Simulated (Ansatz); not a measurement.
Job for Ansatz (a first-principles code): R-CCSD(T)/def2-SVPD on FH2I (a complex). Elements past Kr take the def2 small-core potentials; no spin–orbit coupling. The run froze 10 orbitals, filled d shells among them.

Ansatz 0.2 input:
```yaml
crystal:
  periodic: [false, false, false]
  atoms:
    - {symbol: F, position_ang: [0.55177904, 0.61911929, -0.26114465]}
    - {symbol: H, position_ang: [0.28287210, -0.21341687, -0.56464964]}
    - {symbol: I, position_ang: [-0.13774925, 0.20986365, 3.41960823]}
    - {symbol: H, position_ang: [0.27299526, 0.73097605, 1.94363786]}
basis:
  gaussian:
    orbitals: def2-SVPD
magnetization: {spin_polarized: false}
correlation: {method: ccsd_t, electrons: outside_noble_gas}
scf: {lower_state_search: off}
```

Output:

```
WARN ansatz: RAYON_NUM_THREADS=2 ignored (pool sized by the plan → 2); use --threads N
Functional definition: HF
these checks for a lower state are left out or cut short: stability, starts, cluster_reference, orbital_swaps, neighbouring_geometries, increment
integrals: 0.06 GiB planned
821 factors; integrals over basis functions are off by at most 9.2e-4 eV
mean field: 0.16 GiB planned
mean field evaluation 1: about -10806.5509 eV, gradient 2.4e1 eV
mean field evaluation 2: about -10806.6027 eV, gradient 2.4e1 eV
mean field evaluation 4: about -10807.7755 eV, gradient 1.7e0 eV
mean field evaluation 8: about -10807.7920 eV, gradient 1.4e-1 eV
mean field -10807.79214089 eV, -397.1790353931 hartree, gradient 2.9e-6 eV, S^2 0.000000; 0 other end points of the search recorded, 0 dependent functions left out
10 core orbitals not correlated
reference -10807.79214089 eV, -397.1790353931 hartree; 8, 8 occupied and 56, 56 virtual orbitals, 821 factors
second order -8.97384312 eV of doubles, -0.00000000 eV of singles
coupled cluster: 0.17 GiB planned
cycle   1  -9.25134836 eV  change   -2.8e-1 eV  update   6.9e-2
cycle   2  -9.44921877 eV  change   -2.0e-1 eV  update   2.0e-2
cycle   3  -9.49660135 eV  change   -4.7e-2 eV  update   9.6e-3
cycle   4  -9.49514817 eV  change    1.5e-3 eV  update   1.6e-3
cycle   5  -9.49459929 eV  change    5.5e-4 eV  update   5.2e-4
cycle   6  -9.49455733 eV  change    4.2e-5 eV  update   1.5e-4
cycle   7  -9.49452765 eV  change    3.0e-5 eV  update   4.8e-5
cycle   8  -9.49451508 eV  change    1.3e-5 eV  update   1.5e-5
perturbative correction -0.18504022 eV, -0.0068001026 hartree
Total energy: -10817.47169619 eV, -397.5347524894 hartree
Checks for a lower state left out: stability, starts, cluster_reference, orbital_swaps, neighbouring_geometries, increment
```

Self-consistency was reached.

Cost: around 2.8 core-seconds (rough).
